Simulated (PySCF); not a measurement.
CH₃Te, multiplicity 2. Atoms are numbered in the order given.

```xyz
5

C     -1.8249    -0.0053     0.0000
Te     0.3359    -0.0003     0.0000
H     -2.1363     1.0390     0.0000
H     -2.1917    -0.4945    -0.8974
H     -2.1917    -0.4945     0.8974
```
Charge 0, spin multiplicity 2.

Geometry: B3LYP-D3(BJ)/def2-TZVP. The isomer is the one that the SMILES or the coordinates give; other isomers of the formula were not compared. The def2 effective core potentials stand for the cores of Te; spin–orbit coupling is left out.

Calculation: TDA-PBE/def2-TZVPD in PySCF 2.14.0.

Vertical excitations. Isolated molecule, no solvent.

```csv
state,energy (eV),λ (nm),f,main pairs
root 1,0.15,8521,0.000,β HOMO→LUMO 100 %
root 2,3.15,393,0.002,β HOMO−1→LUMO 99 %
root 3,3.44,361,0.000,"α HOMO→LUMO 40 %, β HOMO→LUMO+1 59 %"
root 4,3.95,314,0.001,"α HOMO→LUMO 59 %, β HOMO→LUMO+1 40 %"
root 5,4.68,265,0.000,α HOMO−1→LUMO 99 %
root 6,4.75,261,0.010,"α HOMO→LUMO+1 22 %, β HOMO→LUMO+2 77 %"
root 7,4.98,249,0.094,"α HOMO→LUMO+1 77 %, β HOMO→LUMO+2 22 %"
root 8,5.30,234,0.003,"α HOMO→LUMO+3 9 %, β HOMO→LUMO+3 90 %"
root 9,5.40,230,0.000,β HOMO→LUMO+4 97 %
root 10,5.49,226,0.000,α HOMO→LUMO+2 97 %
```
Unrestricted roots are not spin-pure.
